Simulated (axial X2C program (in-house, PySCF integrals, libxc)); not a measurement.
# Potential curves of SeN, 2c

All values were computed with an in-house relativistic program for diatomic molecules. Two-component (2c) means X2C with spin–orbit coupling and atomic mean-field two-electron Coulomb and Gaunt terms. Basis: Se dyall-v4z [10s10p7d2f1g], N dyall-v4z [7s7p3d2f1g] (cores contracted in-house); Gaussian nuclei, density fitting, unrestricted open shells. Masses: Se 79.917 u, N 14.003 u.

State: Ω = 1/2 (⟨Sz⟩ = -0.50, ⟨Lz⟩ = 1.00 at HF). Energies in kJ/mol from the lowest point of each curve. Fits are polynomials in 1 − R0/R over 0.85 to 1.23 times the lowest point R0.

```csv
R (Å),HF
1.4303,181.71
1.4960,94.98
1.5454,53.11
1.5947,25.76
1.6440,9.34
1.7015,0.56
1.7591,0.00
1.8331,7.50
1.9235,23.49
2.0550,45.85
```

The state is a single determinant with fixed occupations, the lowest that a limited PBE0 search found.

Task: Fit the HF curve near its minimum: give the equilibrium distance and the harmonic wavenumber.

Result: At HF, 2c: Re = 1.734 Å, ωe ≈ 694 cm⁻¹; Be follows as 0.47 cm⁻¹.
